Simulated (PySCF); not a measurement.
Species: C₁₀H₁₂Si.
Numbering: `[SiH3:1][CH2:2][C:3]1=[CH:4][CH2:5][c:6]2[cH:7][cH:8][cH:9][cH:10][c:11]21` (hydrogens: H12, H13, H14 on Si1; H15, H16 on C2; H17 on C4; H18, H19 on C5; H20 on C7; H21 on C8; H22 on C9; H23 on C10)

Cartesian coordinates in Å at the PBE0-D3(BJ)/def2-SVP level; atoms count from 1:
```
atom  x, y, z in Å
Si1    3.2966    1.4655    0.4889
C2     2.3650    1.0496   -1.1107
C3     1.2133    0.1323   -0.8791
C4     1.1699   -1.2084   -1.0608
C5    -0.1628   -1.7710   -0.6677
C6    -0.9220   -0.5556   -0.2201
C7    -2.2194   -0.4227    0.2545
C8    -2.6827    0.8501    0.6027
C9    -1.8562    1.9686    0.4739
C10   -0.5508    1.8407   -0.0033
C11   -0.0868    0.5715   -0.3494
H12    4.4608    2.3535    0.1792
H13    3.8020    0.2069    1.1152
H14    2.4063    2.1679    1.4610
H15    2.0287    1.9946   -1.5705
H16    3.0920    0.5968   -1.8035
H17    1.9913   -1.8172   -1.4430
H18   -0.6642   -2.2845   -1.5083
H19   -0.0756   -2.5221    0.1388
H20   -2.8715   -1.2944    0.3562
H21   -3.7015    0.9716    0.9786
H22   -2.2364    2.9548    0.7507
H23    0.0905    2.7204   -0.0989
```

Computed with PySCF, PBE0-D3(BJ)/def2-SVP geometry optimisation, gas phase.

Take the most abundant isotopes and a rigid rotor. The values belong to one conformer with, in the numbering `[SiH3:1][CH2:2][C:3]1=[CH:4][CH2:5][c:6]2[cH:7][cH:8][cH:9][cH:10][c:11]21`, Si1–C2–C3–C4 -99°.

Q: What are A, B and C (cm⁻¹)?

A: Ia = 303.02, Ib = 727.63, Ic = 950.11 u·Å²; 505379 MHz·u·Å²/I gives 1668, 694.6 and 531.9 MHz, that is A = 0.05563, B = 0.02317, C = 0.01774 cm⁻¹.

Q: Classify the top.

A: An asymmetric top. Ray's parameter κ = (2B − A − C)/(A − C) = -0.714; −1 is the prolate and +1 the oblate limit.

Q: What does the inertial defect say?

A: Not planar: Δ = Ic − Ia − Ib = -80.55 u·Å². For a rigid frame Δ = −2 Σ m c², so Σ m c² = 40.27 u·Å² lies off the ab plane: 11.76 from hydrogen and 28.52 from heavier atoms. The atom farthest from that plane is 1.67 Å away.

Q: Give the other two planar moments, Paa and Pbb, and the rms extents of the mass along the axes.

A: Paa = Σ m a² = (Ib + Ic − Ia)/2 = 687.36 and Pbb = Σ m b² = (Ia + Ic − Ib)/2 = 262.75 u·Å². With the mass M = 160.07 u, the rms extents √(P/M) along a, b and c are 2.07, 1.28, 0.50 Å.

Q: List the rotational levels J(Ka,Kc) to J = 5 (K).

A: Above 0(0,0), as E/k:
J = 1: 1(0,1) 0.059, 1(1,1) 0.106, 1(1,0) 0.113
J = 2: 2(0,2) 0.176, 2(1,2) 0.215, 2(1,1) 0.239, 2(2,1) 0.379, 2(2,0) 0.380
J = 3: 3(0,3) 0.349, 3(1,3) 0.380, 3(1,2) 0.427, 3(2,2) 0.556, 3(2,1) 0.560, 3(3,1) 0.809, 3(3,0) 0.809
J = 4: 4(0,4) 0.576, 4(1,4) 0.598, 4(1,3) 0.676, 4(2,3) 0.790, 4(2,2) 0.803, 4(3,2) 1.046, 4(3,1) 1.047, 4(4,1) 1.399, 4(4,0) 1.399
J = 5: 5(0,5) 0.855, 5(1,5) 0.870, 5(1,4) 0.985, 5(2,4) 1.083, 5(2,3) 1.111, 5(3,3) 1.343, 5(3,2) 1.345, 5(4,2) 1.695, 5(4,1) 1.695, 5(5,1) 2.149, 5(5,0) 2.149

Q: Which lines would a microwave search look for?

A: The dipole components are |μa| = 0.06 D, |μb| = 0.76 D, |μc| = 0.36 D. The squared components, which scale the intensities, stand as 0.01 : 1.00 : 0.22 (a : b : c). Some lines, for components of 0.1 D or more:

| type | branch | J(Ka,Kc) | MHz | lower level (cm⁻¹) |
| --- | --- | --- | --- | --- |
| c | Q | 3(1,3) ← 3(0,3) | 648 | 0.242 |
| b | Q | 1(1,0) ← 1(0,1) | 1136 | 0.041 |
| b | R | 5(2,3) ← 4(3,2) | 1341 | 0.727 |
| b | R | 2(1,2) ← 1(0,1) | 3264 | 0.041 |
| b | R | 5(1,4) ← 4(2,3) | 4052 | 0.549 |
| c | Q | 5(3,3) ← 5(2,3) | 4843 | 0.772 |
| b | Q | 5(3,2) ← 5(2,3) | 4880 | 0.772 |
| b | R | 5(0,5) ← 4(1,4) | 5352 | 0.416 |
| c | R | 2(2,0) ← 1(1,0) | 5554 | 0.079 |
| b | R | 2(2,0) ← 1(1,1) | 5717 | 0.073 |
| c | R | 3(2,2) ← 2(1,2) | 7087 | 0.150 |
| c | Q | 5(4,2) ← 5(3,2) | 7305 | 0.935 |
| b | Q | 4(4,0) ← 4(3,1) | 7342 | 0.728 |
| b | R | 4(2,2) ← 3(1,3) | 8820 | 0.264 |
| b | R | 3(3,0) ← 2(2,1) | 8965 | 0.263 |
| c | R | 5(2,4) ← 4(1,4) | 10098 | 0.416 |
| b | R | 5(2,3) ← 4(1,4) | 10680 | 0.416 |
| c | R | 5(3,3) ← 4(2,3) | 11516 | 0.549 |

Q: Estimate the classical rotational partition function at 10 K, 25 K and 298.15 K.

A: Point group C1, symmetry number σ = 1; q = (√π/σ)·√((kT/h)³/(ABC)), k/h = 20836.6 MHz/K: 6790 at 10 K, 26800 at 25 K, 1110000 at 298.15 K.

Stationary, but not proved a minimum. These are rigid-rotor constants of the computed structure; measured ground-state constants (B0) also hold zero-point vibration. A rigid rotor knows nothing of internal rotation, which can split or shift real lines.
